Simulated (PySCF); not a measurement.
C$_{2}$H$_{5}$F$_{3}$OSi, singlet, geometry from GFN2-xTB; PySCF with B3LYP/STO-3G, polarisability.

Input for PySCF:
```python
from pyscf import gto, scf, dft
from pyscf.prop import polarizability

mol = gto.Mole()
mol.atom = '''
    Si   -0.28769318   -1.17124958   -0.17521227
    O    -1.70255545   -0.53096281   -0.56804515
    C    -2.57249586    0.40195440    0.02455109
    C     0.99160853    0.27910437    0.13104267
    F     1.12878821    1.08724695   -0.94073656
    F     0.60416457    1.08811612    1.14783610
    F     2.23523275   -0.13314782    0.44575132
    H     0.08599922   -1.83819240   -1.40426141
    H    -0.24661921   -1.90926796    1.08437529
    H    -3.30550782    0.68988640   -0.72886493
    H    -3.08386434   -0.04975102    0.87582922
    H    -2.03020554    1.28623183    0.36103457
'''
mol.basis = 'sto-3g'
mol.verbose = 4
mol.build()

mf = dft.RKS(mol)
mf.xc = 'b3lyp'
mf.kernel()
alpha = mf.Polarizability().polarizability()[2, 2]
print('alpha_zz =', alpha)
```

Output, abridged:

```
site-packages/pyscf/prop/efg/rhf.py:45: UserWarning: Module EFG is under testing
  warnings.warn('Module EFG is under testing')
site-packages/pyscf/prop/efg/dhf.py:30: UserWarning: Module EFG is under testing
  warnings.warn('Module EFG is under testing')
site-packages/pyscf/prop/zfs/uhf.py:40: UserWarning: Module ZFS is under testing
  warnings.warn('Module ZFS is under testing')
site-packages/pyscf/prop/gtensor/uhf.py:43: UserWarning: Module g-tensor is under testing
  warnings.warn('Module g-tensor is under testing')
site-packages/pyscf/prop/gtensor/uks.py:41: UserWarning: Module g-tensor is under testing
  warnings.warn('Module g-tensor is under testing')
site-packages/pyscf/prop/hfc/uks.py:35: UserWarning: Module HFC is under testing
  warnings.warn('Module HFC is under testing')
site-packages/pyscf/prop/magnetizability/rhf.py:39: UserWarning: Module magnetizability is under testing
  warnings.warn('Module magnetizability is under testing')
site-packages/pyscf/prop/magnetizability/uhf.py:37: UserWarning: Module magnetizability is under testing
  warnings.warn('Module magnetizability is under testing')
site-packages/pyscf/prop/magnetizability/rks.py:37: UserWarning: Module magnetizability is under testing
  warnings.warn('Module magnetizability is under testing')
site-packages/pyscf/prop/magnetizability/uks.py:39: UserWarning: Module magnetizability is under testing
  warnings.warn('Module magnetizability is under testing')
site-packages/pyscf/prop/polarizability/uhf.py:34: UserWarning: Module polarizability is under testing
  warnings.warn('Module polarizability is under testing')
site-packages/pyscf/prop/polarizability/rks.py:29: UserWarning: Module polarizability is under testing
  warnings.warn('Module polarizability is under testing')
site-packages/pyscf/prop/polarizability/uks.py:29: UserWarning: Module polarizability is under testing
  warnings.warn('Module polarizability is under testing')
PySCF version 2.14.0

[INPUT] verbose = 4
[INPUT] num. atoms = 12
[INPUT] num. electrons = 66
[INPUT] charge = 0
[INPUT] spin (= nelec alpha-beta = 2S) = 0
[INPUT] symmetry False subgroup None
[INPUT] Mole.unit = angstrom
[INPUT] Symbol           X                Y                Z      unit          X                Y                Z       unit  Magmom
[...]
nuclear repulsion = 419.591890082036
number of shells = 28
number of NR pGTOs = 132
number of NR cGTOs = 44
basis = sto-3g
ecp = {}

******** <class 'pyscf.dft.rks.RKS'> ********
method = RKS
initial guess = minao
damping factor = 0
level_shift factor = 0
DIIS = <class 'pyscf.scf.diis.CDIIS'>
diis_start_cycle = 1
diis_space = 8
diis_damp = 0
SCF conv_tol = 1e-09
SCF conv_tol_grad = None
SCF max_cycles = 50
direct_scf = True
direct_scf_tol = 1e-13
XC library pyscf.dft.libxc version 7.1.2
    S. Lehtola, C. Steigemann, M. J. T. Oliveira, and M. A. L. Marques,  SoftwareX 7, 1–5 (2018)
XC functionals = b3lyp
    P. J. Stephens, F. J. Devlin, C. F. Chabalowski, and M. J. Frisch,  J. Phys. Chem. 98, 11623 (1994)
radial grids:
    Treutler-Ahlrichs [JCP 102, 346 (1995); DOI:10.1063/1.469408] (M4) radial grids

becke partition: Becke, JCP 88, 2547 (1988); DOI:10.1063/1.454033
pruning grids: <function nwchem_prune>
grids dens level: 3
symmetrized grids: False
atomic radii adjust function: <function treutler_atomic_radii_adjust>
small_rho_cutoff = 0
Set gradient conv threshold to 3.16228e-05
Initial guess from minao.
tot grids = 153328
init E= -734.434684807653
[...]
cycle= 1 E= -733.476714331381  delta_E= 0.958  |g|= 0.869  |ddm|= 4.26
[...]
cycle= 2 E= -733.221343158711  delta_E= 0.255  |g|= 1.36  |ddm|=  2.9
[...]
cycle= 3 E= -733.724977164416  delta_E= -0.504  |g|= 0.113  |ddm|= 1.91
[...]
cycle= 4 E= -733.728519637516  delta_E= -0.00354  |g|= 0.0503  |ddm|= 0.246
[...]
cycle= 5 E= -733.729332997132  delta_E= -0.000813  |g|= 0.00585  |ddm|= 0.077
[...]
cycle= 6 E= -733.729345383978  delta_E= -1.24e-05  |g|= 0.00126  |ddm|= 0.0121
[...]
cycle= 7 E= -733.72934590857  delta_E= -5.25e-07  |g|= 0.000213  |ddm|= 0.00209
[...]
cycle= 8 E= -733.729345926104  delta_E= -1.75e-08  |g|= 5.28e-05  |ddm|= 0.000471
[...]
cycle= 9 E= -733.729345927085  delta_E= -9.81e-10  |g|= 1.13e-05  |ddm|= 9.27e-05
[...]
Extra cycle  E= -733.729345927086  delta_E= -1.14e-12  |g|= 1.18e-05  |ddm|= 3.73e-05
converged SCF energy = -733.729345927086
Isotropic polarizability 26.975668639
Polarizability anisotropy 8.0527219248
alpha_zz = 23.49697068254209
```
